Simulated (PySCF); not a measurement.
C2H7ClO2Si, SMILES OCC[Si@H](O)Cl. Atoms are numbered in the order given.

```xyz
13

O     -2.2568     0.4077    -0.2589
C     -2.0742    -0.8899     0.2907
C     -0.6366    -1.1237     0.7689
Si     0.6200    -0.3597    -0.4050
O      2.0716    -1.1309    -0.0786
Cl     0.8170     1.6864     0.0487
H     -1.9460     1.0585     0.3998
H     -2.3151    -1.5957    -0.5319
H     -2.8016    -1.1013     1.1123
H     -0.4600    -0.6581     1.7638
H     -0.4116    -2.2053     0.8878
H      0.2731    -0.4501    -1.8596
H      2.8382    -0.8138    -0.5874
```

Coordinates come from a PBE-D3(BJ)/def2-SVP optimisation. The structure was generated by enumeration; whether it is a known compound was not checked. One conformer was computed; it need not be the lowest.

Level of theory: TDA-PBE/def2-SVPD (PySCF).

Vertical excitations. 

```tsv
state	energy (eV)	λ (nm)	f	main pairs
S1	5.88	211	0.002	HOMO→LUMO 100 %
S2	6.19	200	0.004	HOMO→LUMO+1 99 %
S3	6.38	194	0.019	HOMO→LUMO+2 99 %
S4	6.72	184	0.002	HOMO−1→LUMO 99 %
S5	7.01	177	0.003	HOMO→LUMO+3 93 %
S6	7.07	175	0.001	HOMO−1→LUMO+1 76 %, HOMO−2→LUMO 15 %
S7	7.12	174	0.035	HOMO−2→LUMO 73 %
S8	7.21	172	0.005	HOMO→LUMO+4 50 %, HOMO−1→LUMO+2 34 %
S9	7.23	171	0.027	HOMO→LUMO+4 47 %, HOMO−1→LUMO+2 40 %
S10	7.26	171	0.010	HOMO−3→LUMO 89 %
T1	5.83	213	0	HOMO→LUMO 99 %
T2	6.08	204	0	HOMO→LUMO+1 86 %
T3	6.18	201	0	HOMO→LUMO+2 86 %
T4	6.58	189	0	HOMO−1→LUMO 97 %
```
Triplets are in the Tamm–Dancoff approximation.
